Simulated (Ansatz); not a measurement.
Ansatz (an electronic-structure program) input (B3LYP-D3(BJ)/def2-TZVP):

Ansatz 0.2 input:
```yaml
crystal:
  periodic: [false, false, false]
  atoms:
    - {symbol: P, position_ang: [-1.00461171, -0.37909113, -0.03250634]}
    - {symbol: P, position_ang: [1.00461171, 0.37909113, 0.03250634]}
    - {symbol: H, position_ang: [-1.59475521, 0.19172810, 1.11421367]}
    - {symbol: H, position_ang: [-1.58868246, 0.36373926, -1.07947105]}
    - {symbol: H, position_ang: [1.58868246, -0.36373926, 1.07947105]}
    - {symbol: H, position_ang: [1.59475521, -0.19172810, -1.11421367]}
basis:
  gaussian:
    orbitals: def2-TZVP
hamiltonian:
  xc: b3lyp
  dispersion: d3bj
total_charge: 1
magnetization: {spin_polarized: true, initial_magnetization: 1}
phonons: {temperatures: {t_min: 298.15, t_max: 298.15, t_step: 100}}
```

Output:

```
Functional definition: B3LYP
integrals: 0.03 GiB planned
740 factors; their error is unknown
mean field: 0.34 GiB planned
mean field evaluation 1: about -18633.9705 eV, gradient 1.6e1 eV
mean field evaluation 2: about -18634.5576 eV, gradient 1.4e1 eV
mean field evaluation 4: about -18635.5526 eV, gradient 3.7e-1 eV
mean field evaluation 8: about -18635.5648 eV, gradient 7.3e-3 eV
mean field evaluation 16: about -18635.5648 eV, gradient 1.1e-5 eV
mean field -18635.56477819 eV, -684.8443739588 hartree, gradient 1.1e-5 eV, S^2 0.759757; 0 other end points of the search recorded, 0 dependent functions left out
the calculation of the forces begins
reference -18635.56499551 eV, -684.8443819454 hartree; 17, 16 occupied and 81, 82 virtual orbitals, 740 factors
these checks for a lower state are left out or cut short: stability, starts, cluster_reference, orbital_swaps, neighbouring_geometries, increment
integrals: 0.03 GiB planned
740 factors; their error is unknown
mean field: 0.34 GiB planned
mean field -18635.56472674 eV, -684.8443720683 hartree, gradient 1.2e-6 eV, S^2 0.759745; 0 other end points of the search recorded, 0 dependent functions left out
the calculation of the forces begins
reference -18635.56494404 eV, -684.8443800539 hartree; 17, 16 occupied and 81, 82 virtual orbitals, 740 factors
these checks for a lower state are left out or cut short: stability, starts, cluster_reference, orbital_swaps, neighbouring_geometries, increment
integrals: 0.03 GiB planned
740 factors; their error is unknown
mean field: 0.34 GiB planned
mean field -18635.56473476 eV, -684.8443723629 hartree, gradient 1.4e-6 eV, S^2 0.759770; 0 other end points of the search recorded, 0 dependent functions left out
the calculation of the forces begins
reference -18635.56495211 eV, -684.8443803505 hartree; 17, 16 occupied and 81, 82 virtual orbitals, 740 factors
these checks for a lower state are left out or cut short: stability, starts, cluster_reference, orbital_swaps, neighbouring_geometries, increment
integrals: 0.03 GiB planned
740 factors; their error is unknown
mean field: 0.34 GiB planned
mean field evaluation 32: about -18635.5537 eV, gradient 9.2e-2 eV
mean field -18635.56466441 eV, -684.8443697778 hartree, gradient 2.1e-6 eV, S^2 0.759736; 0 other end points of the search recorded, 0 dependent functions left out
the calculation of the forces begins
reference -18635.56488171 eV, -684.8443777633 hartree; 17, 16 occupied and 81, 82 virtual orbitals, 740 factors
these checks for a lower state are left out or cut short: stability, starts, cluster_reference, orbital_swaps, neighbouring_geometries, increment
integrals: 0.03 GiB planned
740 factors; their error is unknown
mean field: 0.34 GiB planned
mean field -18635.56472592 eV, -684.8443720381 hartree, gradient 2.3e-6 eV, S^2 0.759779; 0 other end points of the search recorded, 0 dependent functions left out
the calculation of the forces begins
reference -18635.56494327 eV, -684.8443800257 hartree; 17, 16 occupied and 81, 82 virtual orbitals, 740 factors
these checks for a lower state are left out or cut short: stability, starts, cluster_reference, orbital_swaps, neighbouring_geometries, increment
integrals: 0.03 GiB planned
740 factors; their error is unknown
mean field: 0.34 GiB planned
mean field -18635.56473762 eV, -684.8443724682 hartree, gradient 2.5e-6 eV, S^2 0.759758; 0 other end points of the search recorded, 0 dependent functions left out
the calculation of the forces begins
reference -18635.56495494 eV, -684.8443804543 hartree; 17, 16 occupied and 81, 82 virtual orbitals, 740 factors
these checks for a lower state are left out or cut short: stability, starts, cluster_reference, orbital_swaps, neighbouring_geometries, increment
integrals: 0.03 GiB planned
740 factors; their error is unknown
mean field: 0.34 GiB planned
mean field -18635.56478401 eV, -684.8443741728 hartree, gradient 2.9e-6 eV, S^2 0.759756; 0 other end points of the search recorded, 0 dependent functions left out
the calculation of the forces begins
reference -18635.56500134 eV, -684.8443821598 hartree; 17, 16 occupied and 81, 82 virtual orbitals, 740 factors
these checks for a lower state are left out or cut short: stability, starts, cluster_reference, orbital_swaps, neighbouring_geometries, increment
integrals: 0.03 GiB planned
740 factors; their error is unknown
mean field: 0.34 GiB planned
mean field -18635.56476355 eV, -684.8443734209 hartree, gradient 2.7e-6 eV, S^2 0.759757; 0 other end points of the search recorded, 0 dependent functions left out
the calculation of the forces begins
reference -18635.56498088 eV, -684.8443814076 hartree; 17, 16 occupied and 81, 82 virtual orbitals, 740 factors
these checks for a lower state are left out or cut short: stability, starts, cluster_reference, orbital_swaps, neighbouring_geometries, increment
integrals: 0.03 GiB planned
740 factors; their error is unknown
mean field: 0.34 GiB planned
mean field evaluation 64: about -18635.5648 eV, gradient 1.3e-5 eV
mean field -18635.56476503 eV, -684.8443734753 hartree, gradient 2.5e-6 eV, S^2 0.759757; 0 other end points of the search recorded, 0 dependent functions left out
the calculation of the forces begins
reference -18635.56498235 eV, -684.8443814617 hartree; 17, 16 occupied and 81, 82 virtual orbitals, 740 factors
these checks for a lower state are left out or cut short: stability, starts, cluster_reference, orbital_swaps, neighbouring_geometries, increment
integrals: 0.03 GiB planned
740 factors; their error is unknown
mean field: 0.34 GiB planned
mean field -18635.56474162 eV, -684.8443726152 hartree, gradient 2.0e-6 eV, S^2 0.759755; 0 other end points of the search recorded, 0 dependent functions left out
the calculation of the forces begins
reference -18635.56495896 eV, -684.8443806023 hartree; 17, 16 occupied and 81, 82 virtual orbitals, 740 factors
these checks for a lower state are left out or cut short: stability, starts, cluster_reference, orbital_swaps, neighbouring_geometries, increment
integrals: 0.03 GiB planned
740 factors; their error is unknown
mean field: 0.34 GiB planned
mean field -18635.56472024 eV, -684.8443718294 hartree, gradient 2.7e-6 eV, S^2 0.759759; 0 other end points of the search recorded, 0 dependent functions left out
the calculation of the forces begins
reference -18635.56493755 eV, -684.8443798153 hartree; 17, 16 occupied and 81, 82 virtual orbitals, 740 factors
Total energy: -18635.78290680 eV, -684.8523900376 hartree
Atom 0 at    -1.004612    -0.379091    -0.032506 Å, force    -0.000795     0.000046     0.000001 eV/Å
Atom 1 at     1.004612     0.379091     0.032506 Å, force     0.000795    -0.000046    -0.000001 eV/Å
Atom 2 at    -1.594755     0.191728     1.114214 Å, force     0.000056    -0.000118    -0.000018 eV/Å
Atom 3 at    -1.588682     0.363739    -1.079471 Å, force     0.000056    -0.000120    -0.000000 eV/Å
Atom 4 at     1.588682    -0.363739     1.079471 Å, force    -0.000056     0.000120     0.000000 eV/Å
Atom 5 at     1.594755    -0.191728    -1.114214 Å, force    -0.000056     0.000118     0.000018 eV/Å
Dipole moment:    -0.000000     0.000000     0.000000 e Å
Vibrations: 280.11 389.73 477.47 566.31 805.07 823.01 1060.19 1060.74 2430.39 2435.03 2459.73 2468.38 cm⁻¹, zero-point energy 0.945762 eV
```
